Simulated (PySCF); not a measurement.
Isomers of C4H11OPSi3, one GFN2-xTB conformer each. Single-point energies are computed at PBE0/pcSseg-1 (PySCF, gas phase, no added dispersion term), electronic only.

```csv
SMILES,GFN2-xTB relative energy (kJ/mol)
CC(=O)C#C[Si@H](P)[SiH2][SiH3],2.0
CC(=O)C#C[SiH2][Si@H]([SiH3])P,0.0
```

Conformers: `[CH3:1][C:2](=[O:3])[C:4]#[C:5][Si@H:6]([PH2:7])[SiH2:8][SiH3:9]` with C5–Si6–P7–H 12° and -80°, C5–Si6–Si8–Si9 -52°; `[CH3:1][C:2](=[O:3])[C:4]#[C:5][SiH2:6][Si@H:7]([SiH3:8])[PH2:9]` with C5–Si6–Si7–Si8 177°, Si6–Si7–P9–H -163° and -70°.

Problem. What does PBE0/pcSseg-1 give for the same structures?

Solution. 
```tsv
SMILES	PBE0/pcSseg-1 E (Eh)	PBE0/pcSseg-1 (kJ/mol)	GFN2-xTB (kJ/mol)	point group
CC(=O)C#C[SiH2][Si@H]([SiH3])P	-1443.19526	0.0	0.0	C1
CC(=O)C#C[Si@H](P)[SiH2][SiH3]	-1443.19479	1.2	2.0	C1
```

Both levels put the same isomer lowest. Neighbours under 10 kJ/mol apart (CC(=O)C#C[SiH2][Si@H]([SiH3])P and CC(=O)C#C[Si@H](P)[SiH2][SiH3]) can change places with a better method, another conformer or zero-point energy.

Problem. Which frontier levels, dipoles and rotational constants go with these structures?

Solution. 
```tsv
SMILES	HOMO (eV, PBE0/pcSseg-1)	LUMO (eV)	dipole (D)	A, B, C (MHz)
CC(=O)C#C[SiH2][Si@H]([SiH3])P	-7.59	-1.99	2.24	1608, 306.9, 276.9
CC(=O)C#C[Si@H](P)[SiH2][SiH3]	-7.55	-1.99	2.03	749.9, 446.0, 303.5
```
